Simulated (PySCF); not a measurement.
**Polarisability and C₆ of Hf³⁺ (hafnium, charge +3)**

[Xe] 4f14 5d1, 2D determinant. Computed with PySCF 2.14 in ANO-RCC-VTZP, with the spin-free X2C one-electron Hamiltonian (Gaussian nucleus). Coupled (time-dependent) response in atomic units; α is the mean over directions. The basis has no added diffuse functions, which lowers α and C₆.

```csv
method,mean α (bohr³),"α xx, yy, zz",C₆ (like pair),S(−4)
PBE,6.085,"7.066, 7.066, 4.124",28.51,22.81
```

S(−4) is the Cauchy moment in α(ω) = α(0) + S(−4) ω² + …

Spin-orbit coupling is absent.

α(iu) at PBE:

```tsv
u (hartree)	α(iu) (bohr³)
0	6.085
0.0500	6.030
0.100	5.878
0.200	5.428
0.300	4.968
0.500	4.243
0.750	3.581
1.00	3.055
1.50	2.264
2.00	1.728
3.00	1.104
5.00	0.5780
```

For an ion, C₆ is the dispersion term alone; charge-induced terms of lower order in 1/R come first.

The components differ because the open shell of this determinant is not spherical; for a pure term their mean is the scalar polarisability.

Spin-orbit coupling, absent here, splits the open shell strongly.
